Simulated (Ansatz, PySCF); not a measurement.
The pair A = CH5N (SMILES CN) (first 7 atoms), B = CH2F2 (SMILES FCF); geometry from B3LYP-D3(BJ)/def2-TZVP.
(charge 0, multiplicity 1):
```tsv
atom	x (Å)	y (Å)	z (Å)
C	-0.2824	-0.6010	-0.1669
N	0.2592	0.6147	0.4471
H	-1.0306	-1.0330	0.4979
H	0.5184	-1.3339	-0.2768
H	-0.7424	-0.4519	-1.1518
H	-0.4697	1.3086	0.5660
H	0.9680	1.0322	-0.1441
F	-1.0387	-1.1900	3.2618
C	0.0747	-0.4690	3.6052
F	-0.3197	0.5532	4.4222
H	0.5055	-0.0512	2.6943
H	0.7415	-1.1226	4.1703
```

Correlated levels freeze the cores.

Programs: Ansatz (a first-principles code); PySCF for the dispersion terms. 

The monomers are drawn apart, rigid, along the line of their centres of mass. Counterpoise-corrected interaction energies (kcal/mol):

```json
[
 {"level": "PBE/def2-TZVPPD", "R = 4.641 Å": "-1.6991", "R = 5.583 Å": "-0.7409"},
 {"level": "PBE-D3(BJ)/def2-TZVPPD", "R = 4.641 Å": "-2.0785", "R = 5.583 Å": "-0.8724"},
 {"level": "wB97M-V/def2-TZVPPD", "R = 4.641 Å": "-1.9588", "R = 5.583 Å": "-0.8731"},
 {"level": "CCSD(T)/aug-cc-pVDZ", "R = 4.641 Å": "-1.9236", "R = 5.583 Å": "-0.8617"}
]
```

### Question
R is the distance of the centres of mass. Find the local exponent m of E ∝ R⁻ᵐ between the two points.

### Answer

m = ln(E₁/E₂)/ln(R₂/R₁): PBE/def2-TZVPPD 4.5; PBE-D3(BJ)/def2-TZVPPD 4.7; wB97M-V/def2-TZVPPD 4.4; CCSD(T)/aug-cc-pVDZ 4.3. For scale, two fixed dipoles give m = 3, dipole and quadrupole 4, quadrupoles 5, and dispersion or dipole-induced dipole 6 at long range; at these distances several terms mix, and what is left of overlap and damping shifts m, so it need not match one of them.
